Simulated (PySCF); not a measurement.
## MH₄ across group 15

Level: PBE0, basis family def2-TZVP, scalar-relativistic core potentials from Rb on and no relativity for lighter atoms.

Each entry is the lowest minimum that a search over a few typed start shapes (and spin states, where more than one is plausible) found, or that minimum re-optimised at the stated level; isomers with ligand–ligand bonds, or fragments after loss of a ligand pair, can lie lower. Open shells are unrestricted; no spin–orbit coupling; PySCF with density fitting.

```csv
molecule,2S+1,point group,mean bond to the central atom (Å),atomisation (kJ/mol),dipole (D),highest ω (cm⁻¹),polar-tensor charge of the central atom
NH₄,2,Td,1.053,1201,0.00,2888,1.75
PH₄,2,C2v,1.465,1040,0.45,2475,0.60
AsH₄,?,?,?,?,?,?,?
SbH₄,2,C2v,1.763,831,0.20,2026,0.79
```

(1) Fill in the row of AsH₄.

Results:

(1) 2S+1: 2; point group: C2v; mean bond to the central atom (Å): 1.582; atomisation (kJ/mol): 925; dipole (D): 0.26; highest ω (cm⁻¹): 2281; polar-tensor charge of the central atom: 0.69.

Left out of the table are members whose search was unfinished or whose lowest solution was spin-contaminated, unstable, very soft or bonded differently.
